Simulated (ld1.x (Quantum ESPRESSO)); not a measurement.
## oxygen (O): excitation energies, all-electron against TM

ld1.x (Quantum ESPRESSO) 7.5 input, shortened:

```
&input
   title='O', zed=8., rel=0, dft='PBESOL', iswitch=3,
   config='[He] 2s2 2p4 3d-2'
 /
 &inputp
   pseudotype=2, tm=.true., lloc=-1, rcloc=0.95,
   nlcc=.true., rcore=0.70
 /
3
2S  1  0   2.00   0.00  0.75  0.75  0.0
2P  2  1   4.00   0.00  2.15  2.15  0.0
3D  3  2  -2.00   0.15  2.35  2.35  0.0
 &test
   configts(1)='2s2 2p4'
 /
```

Energies are relative to the spin-unpolarised reference configuration 2s2 2p4; without spin polarisation the order of configurations can differ from experiment.

```csv
valence configuration,charge,ΔE all-electron (eV),error AE − PS (meV)
2s2 2p3,+1,16.368,+92
2s2 2p2,+2,49.853,+760
2s2 2p1,+3,103.563,+2870
2s0 2p6,0,29.640,-68
2s2 2p4.3,-0.3,-2.109,+1.6
2s2 2p3.5,+0.5,6.258,+14
```

Q: What are ΔE and the potential's error for 2s2 2p0?

A: ΔE = 180.205 eV all-electron; the error (AE − PS) is +7585 meV.

Levels in the configuration 2s2 2p3.5:

```tsv
level	all-electron (eV)	pseudo (eV)
2s	-31.178	-31.205
2p	-16.214	-16.142
```
